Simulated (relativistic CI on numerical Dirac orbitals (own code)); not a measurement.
Nd: calculation against measurement

Computed by Dirac-Coulomb-Breit CI, separate exchange-only KLI orbitals for each configuration, a model potential for QED, valence Slater integrals scaled by 0.85, P86 correlation estimate, and configurations built on the next ion tied to the tabulated ionisation energy (semi-empirical) (own radial code, finite nucleus).

CI space (outside the closed core [Xe]): 4f4.6s2, 4f3.6s2.5d, 4f4.6s.5d, 4f3.6s.5d2, 4f4.6s.6p, 4f4.6s.6d, 4f4.6s.7s, 4f4.6s.8s, 4f3.6s2.8s, 4f4.7s2. Levels of other configurations are missing.

```csv
Configuration,Term (tabulated),J,Measured (cm⁻¹),Computed,Error,Purity (%)
4f4.6s2,5I,4,0.0,0,0,97
4f4.6s2,5I,5,1128.1,1178,50,98
4f4.6s2,5I,6,2366.6,2478,111,99
4f4.6s2,5I,7,3681.7,3863,181,98
4f4.6s2,5I,8,5048.6,5303,255,96
4f3.6s2.5d,5L°,6,6764.2,-5622,-12387,78
4f3.6s2.5d,5K°,5,6854.0,-5212,-12066,77
4f3.6s2.5d,5L°,7,8402.5,-4116,-12519,76
4f3.6s2.5d,5K°,6,8411.9,-3698,-12110,66
4f4.6s.5d,7L,5,8475.4,8800,324,95
4f3.6s.5d2,7M°,6,8800.4,-8475,-17275,94
4f3.6s2.5d,5I°,4,9083.8,-1891,-10975,70
4f4.6s.5d,7L,6,9115.1,9479,364,94
4f3.6s.5d2,7M°,7,9692.3,-7581,-17274,94
4f4.6s.5d,7K,4,9814.7,10421,606,96
4f3.6s2.5d,5H°,3,9927.4,-1189,-11117,64
4f4.6s.5d,7L,7,9939.7,10292,352,93
4f3.6s2.5d,5K°,7,10017.8,-2235,-12253,73
4f3.6s2.5d,5L°,8,10160.6,-2485,-12646,65
4f3.6s.5d2,7M°,8,10784.9,-6543,-17328,94
4f3.6s2.5d,5K°,8,11704.6,-524,-12228,71
4f3.6s.5d2,7M°,9,11887.7,-5366,-17254,95
4f3.6s2.5d,5L°,9,12162.1,-545,-12707,66
4f3.6s2.5d,5I°,8,14732.2,3577,-11155,60
```

Measured levels from NIST Handbook of Basic Atomic Spectroscopic Data (Sansonetti and Martin, J. Phys. Chem. Ref. Data 34, 1559 (2005)); pairs were made by configuration, J and term (by order where the table uses no LS term), so strongly mixed levels may be paired wrongly.

Mean error by configuration (cm⁻¹): 4f4.6s2 149; 4f3.6s2.5d -12015; 4f4.6s.5d 412; 4f3.6s.5d2 -17283. Over the excited levels the mean absolute error is 8849 cm⁻¹ (23 of the 23 excited levels that our extract of the source holds in range could be paired), and the median relative error of those above 1,000 cm⁻¹ is 110 %. Some levels of the ground configuration have no partner.
